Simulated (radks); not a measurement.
The numbers below are computed, except where a source is named.
Co16+, configuration [Ne] 3s1 (the NIST ground configuration). Code: a radial shooting solver on a logarithmic mesh with Libxc functionals. Model: scalar-relativistic Kohn-Sham, PBEsol, spin-polarised, spherical densities, point nucleus; open shells are filled with parallel spins first.

Normalised radial functions P(r) = r R(r), r in bohr:

r,2p down
0.005056,0.0157
0.005656,0.0194
0.006326,0.0239
0.007075,0.0294
0.007914,0.0361
0.008852,0.0444
0.009901,0.0545
0.01099,0.0658
0.01229,0.0806
0.01374,0.0985
0.01537,0.1201
0.0172,0.1461
0.01923,0.1774
0.02151,0.2146
0.02406,0.2589
0.02691,0.3111
0.0301,0.3723
0.03367,0.4434
0.03736,0.5192
0.04179,0.6121
0.04674,0.7169
0.05228,0.8339
0.05848,0.9623
0.06541,1.1009
0.07316,1.2473
0.08183,1.3983
0.09153,1.5493
0.1024,1.6944
0.1136,1.8178
0.1271,1.9312
0.1421,2.0162
0.159,2.0649
0.1778,2.0703
0.1989,2.0278
0.2224,1.9354
0.2488,1.7952
0.2783,1.6133
0.3113,1.3998
0.3482,1.1680
0.3863,0.9497
0.4321,0.7256
0.4833,0.5257
0.5406,0.3589
0.6046,0.2294
0.6763,0.1361
0.7564,0.0742
0.8461,0.0369
0.9464,0.0165
1.059,0.0066
1.175,0.0025
1.314,0.0008
1.469,0.0002
1.644,0.0000
1.838,0.0000
2.056,0.0000

2p down: eigenvalue -1304.4 eV, 0 radial nodes, <r> = 0.221 bohr, 90 % of the charge inside 0.360 bohr.
